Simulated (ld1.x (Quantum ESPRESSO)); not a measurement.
What one change does to a pseudopotential (Bi, PAW)

```json
{
 "Element": "bismuth",
 "Generator": "ld1.x (Quantum ESPRESSO) 7.5",
 "Type": "PAW",
 "Functional": "PBEsol",
 "Relativity": "scalar-relativistic",
 "Frozen core": "[Kr] 4d10 4f14",
 "Valence charge": "23",
 "Reference configuration": "5s2 5p6 5d10 6s2 6p3",
 "Partial waves": "5s (bound): rcut 1.15, rcutus 1.45 bohr; 6s (bound): rcut 1.15, rcutus 1.45 bohr; 5p (bound): rcut 1.55, rcutus 1.85 bohr; 6p (bound): rcut 1.55, rcutus 1.85 bohr; 5d (bound): rcut 0.90, rcutus 1.05 bohr; 5d channel at 0.9 Ry: rcut 0.90, rcutus 1.05 bohr",
 "Local potential": "all-electron potential smoothed inside 0.80 bohr (lloc = -1)",
 "Core correction": "Bessel-smoothed model core, default radius (core density twice the valence density)",
 "Augmentation charge": "BESSEL, radius 0.70 bohr"
}
```

All-electron outer shells of the reference configuration (PBEsol, scalar-relativistic, ld1.x):

```json
{"shell": "4d", "level (eV)": "-429.87", "outermost node (bohr)": "0.19", "outermost maximum (bohr)": "0.38"}
{"shell": "5s", "level (eV)": "-157.81", "outermost node (bohr)": "0.44", "outermost maximum (bohr)": "0.77"}
{"shell": "4f", "level (eV)": "-152.63", "outermost node (bohr)": "–", "outermost maximum (bohr)": "0.34"}
{"shell": "5p", "level (eV)": "-95.82", "outermost node (bohr)": "0.48", "outermost maximum (bohr)": "0.86"}
{"shell": "5d", "level (eV)": "-27.06", "outermost node (bohr)": "0.51", "outermost maximum (bohr)": "1.03"}
{"shell": "6s", "level (eV)": "-14.53", "outermost node (bohr)": "0.98", "outermost maximum (bohr)": "1.86"}
{"shell": "6p", "level (eV)": "-4.60", "outermost node (bohr)": "1.14", "outermost maximum (bohr)": "2.44"}
```

Change: core correction Bessel-smoothed model core inside 1.26 bohr.

Cutoffs: the cutoffs (Ry, on a coarse ladder) from which the occupation-weighted sum of valence levels, in a spherical-Bessel basis at the reference potential, stays within 10 and 1 mRy of its value at 400 Ry; they do not see the model core or the augmentation charge, which bear on the density cutoff. Errors are all-electron minus pseudo energies relative to the spin-unpolarised reference configuration.

Task: What does the change do?

Result: The potential gets neither clearly harder nor softer (100 Ry and 180 Ry → 100 Ry and 180 Ry); both files keep a bound ghost (s); of the 7 tests that both files solve, the error grows in 0 and shrinks in 4 by more than 15 % and 0.3 meV (median size 12.2 → 3.4 meV). The default core radius of the base comes out at 0.66 bohr. A wider model core is smoother and lowers the density cutoff, which this test does not measure.

```tsv
quantity	base	changed
cutoff, loose	100 Ry	100 Ry
cutoff, tight	180 Ry	180 Ry
bound ghosts	s	s
error for 5s2 5p6 5d10 6s2 6p2, meV [ΔE 7.95 eV]	-0.6	-0.4
error for 5s2 5p6 5d10 6s2 6p1, meV [ΔE 23.24 eV]	-0.9	+0.4
error for 5s2 5p6 5d10 6s2 6p0, meV [ΔE 46.60 eV]	-33	-26
error for 5s2 5p6 5d10 6s1 6p4, meV [ΔE 10.12 eV]	-12	-3.4
error for 5s2 5p6 5d10 6s0 6p5, meV [ΔE 20.57 eV]	-38	-4.8
error for 5s2 5p6 5d10 6s2 6p2.5, meV [ΔE 3.11 eV]	-0.5	-0.5
error for 5s2 5p6 5d9 6s2 6p4, meV [ΔE 24.16 eV]	+102	+106
s: phases at 1.99 bohr within 0.05 rad from the reference energy up to (Ry; the scan ends near 5)	to the end of the scan	to the end of the scan
p: phases at 1.99 bohr within 0.05 rad from the reference energy up to (Ry; the scan ends near 5)	0.2	0.2
d: phases at 1.99 bohr within 0.05 rad from the reference energy up to (Ry; the scan ends near 5)	to the end of the scan	to the end of the scan
lowest overlap eigenvalue by channel	s 0.06, p 0.65, d 0.70	s 0.06, p 0.65, d 0.70
```

 A true bound ghost makes a file unfit for plane-wave use even where its test errors are small: the radial tests pick states by their node count and pass the ghost by.
